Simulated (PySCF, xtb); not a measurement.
CH4GeS, SMILES [CH3][Ge][SH] (connectivity only; charge and spin as stated), neutral, multiplicity 1. One conformer was computed; it need not be the lowest.

Harmonic wavenumbers (cm⁻¹) from xtb with GFN2-xTB at its own minimum, in rising order: 39, 172, 300, 371, 529, 606, 624, 725, 1288, 1452, 1459, 2415, 2969, 2980, 2985.

### Question
What does PySCF with PBE0-D3(BJ)/def2-SVP give at its own minimum? (An estimate is asked for; the answer gives what the named calculation found.)

### Answer
32, 184, 395, 408, 550, 669, 696, 792, 1224, 1411, 1421, 2708, 3039, 3136, 3174. Paired by order, the mean absolute difference is 82 cm⁻¹ and the zero-point energies are 27.0 and 28.4 kcal/mol.
